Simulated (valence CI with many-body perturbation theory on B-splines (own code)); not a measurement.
## Ge I: calculation against measured levels

Method: valence CI with perturbative core correlation (CI+MBPT): four valence electrons over a frozen Dirac-Fock core [Ar] 3d10, radial functions for each j: 11 s, 11 p, 10 d, 8 f, 5 g, 2 h, with the one-electron correlation potential Σ1, the two-electron term Σ2, the three-electron term Σ3, Breit, model QED; selected CI, second order for the rest, scaled by the run's own slope (own B-spline code, finite nucleus).

Against 31 measured levels this calculation errs by 120 cm⁻¹ on average and by 301 at most. These come from a selection out of the NIST Handbook of Basic Atomic Spectroscopic Data. Levels without a partner in it may be off by more. Among the levels kept, up to 2000 cm⁻¹ of a level comes from second order outside the variational space, and about a tenth of that is noise between levels of different J, which matters for small intervals.

Measured levels: NIST Handbook of Basic Atomic Spectroscopic Data (Sansonetti and Martin, J. Phys. Chem. Ref. Data 34, 1559 (2005)). Pairs share parity and J, and are chosen by configuration, term and nearness in energy; levels without a clear partner are left out. Energies in cm⁻¹ above the measured ground level.

Names give the largest LS component (configuration and term), which can be under half, so a name can repeat, a term be missing and a line seem to break the LS rules; names also repeat where a configuration has a term twice.

```
 Computed label  Label in the source  Measured  Computed  Difference
   4s2 4p2 3P_0           4s2 4p2 3P         0       0.0           0
   4s2 4p2 3P_1           4s2 4p2 3P     557.1     616.2         +59
   4s2 4p2 3P_2           4s2 4p2 3P    1410.0    1615.0        +205
   4s2 4p2 1D_2           4s2 4p2 1D    7125.3    7354.9        +230
   4s2 4p2 1S_0           4s2 4p2 1S   16367.3   16364.6          -3
4s2 4p 5s 3P°_0        4s2 4p 5s 3P°   37451.7   37342.0        -110
4s2 4p 5s 3P°_1        4s2 4p 5s 3P°   37702.3   37632.9         -69
4s2 4p 5s 3P°_2        4s2 4p 5s 3P°   39117.9   39096.4         -22
4s2 4p 5s 1P°_1        4s2 4p 5s 1P°   40020.6   39933.5         -87
   4s 4p3 5S°_2           4s 4p3 5S°   41926.7   41625.5        -301
 4s2 4p 5p 1P_1         4s2 4p 5p 3D   45985.6   45850.2        -135
 4s2 4p 5p 3D_1         4s2 4p 5p 1P   46765.3   46644.1        -121
 4s2 4p 5p 3D_2         4s2 4p 5p 3D   46834.4   46759.9         -74
 4s2 4p 5p 3P_0         4s2 4p 5p 3P   47502.6   47333.6        -169
 4s2 4p 5p 3P_1         4s2 4p 5p 3P   48088.4   47962.1        -126
 4s2 4p 5p 3D_3         4s2 4p 5p 3D   48104.1   47971.4        -133
4s2 4p 4d 1D°_2        4s2 4p 4d 1D°   48480.0   48388.9         -91
 4s2 4p 5p 3P_2         4s2 4p 5p 3P   48726.1   48661.6         -64
4s2 4p 4d 3D°_2        4s2 4p 4d 3D°   48882.3   48795.0         -87
4s2 4p 4d 3D°_1        4s2 4p 4d 3D°   48962.8   48772.7        -190
 4s2 4p 5p 3S_1         4s2 4p 5p 3S   49075.9   48942.8        -133
4s2 4p 4d 3D°_3        4s2 4p 4d 3D°   49144.4   49004.9        -139
 4s2 4p 5p 1D_2         4s2 4p 5p 1D   49649.6   49580.7         -69
4s2 4p 4d 3F°_2        4s2 4p 4d 3F°   50069.0   49977.3         -92
4s2 4p 4d 3F°_3        4s2 4p 4d 3F°   50323.5   50191.3        -132
4s2 4p 4d 3F°_4        4s2 4p 4d 3F°   50786.8   50697.8         -89
 4s2 4p 5p 1S_0         4s2 4p 5p 1S   51011.4   50851.4        -160
4s2 4p 4d 3P°_2        4s2 4p 4d 3P°   51437.8   51360.2         -78
4s2 4p 4d 3P°_1        4s2 4p 4d 3P°   51705.0   51560.8        -144
4s2 4p 4d 3P°_0        4s2 4p 4d 3P°   51978.2   51770.5        -208
4s2 4p 4d 1F°_3        4s2 4p 4d 1F°   52592.2   52527.2         -65
4s2 4p 4d 1P°_1        4s2 4p 4d 1P°   52847.2   52723.9        -123
```

Over 31 excited levels the mean absolute difference is 120 cm⁻¹, the median 121 and the largest 301. The comparison draws on a selection of the measured levels: 32 of the 144 computed ones have a partner in it, and others may be off by more.

Rates against NIST Handbook of Basic Atomic Spectroscopic Data (Sansonetti and Martin, J. Phys. Chem. Ref. Data 34, 1559 (2005)):

| λ vac, measured (nm) | Upper | Lower | A computed (s⁻¹) | A tabulated (s⁻¹) |
| --- | --- | --- | --- | --- |
| 198.83 | 4s2 4p 4d 3P°_1 | 4s2 4p2 3P_2 | 5.53e+07 | 4.10e+07 |
| 199.89 | 4s2 4p 4d 3P°_2 | 4s2 4p2 3P_2 | 1.37e+08 | 1.24e+08 |
| 201.97 | 4s2 4p 4d 3F°_2 | 4s2 4p2 3P_1 | 4.43e+07 | 4.90e+07 |
| 204.24 | 4s2 4p 4d 3D°_1 | 4s2 4p2 3P_0 | 1.64e+08 | 1.51e+08 |
| 204.44 | 4s2 4p 4d 3F°_3 | 4s2 4p2 3P_2 | 7.62e+07 | 8.60e+07 |
| 206.93 | 4s2 4p 4d 3D°_2 | 4s2 4p2 3P_1 | 1.57e+08 | 1.20e+08 |
| 209.49 | 4s2 4p 4d 3D°_3 | 4s2 4p2 3P_2 | 1.72e+08 | 1.70e+08 |
| 259.33 | 4s2 4p 5s 3P°_2 | 4s2 4p2 3P_1 | 5.75e+07 | 6.00e+07 |
| 265.20 | 4s2 4p 5s 3P°_2 | 4s2 4p2 3P_2 | 1.62e+08 | 1.60e+08 |
| 265.24 | 4s2 4p 5s 3P°_1 | 4s2 4p2 3P_0 | 6.47e+07 | 6.90e+07 |
| 269.21 | 4s2 4p 5s 3P°_1 | 4s2 4p2 3P_1 | 4.64e+07 | 4.70e+07 |
| 271.04 | 4s2 4p 5s 3P°_0 | 4s2 4p2 3P_1 | 2.10e+08 | 2.08e+08 |
| 275.54 | 4s2 4p 5s 3P°_1 | 4s2 4p2 3P_2 | 8.50e+07 | 7.90e+07 |
| 304.00 | 4s2 4p 5s 1P°_1 | 4s2 4p2 1D_2 | 2.03e+08 | 2.04e+08 |
| 327.04 | 4s2 4p 5s 3P°_1 | 4s2 4p2 1D_2 | 1.88e+07 | 1.70e+07 |
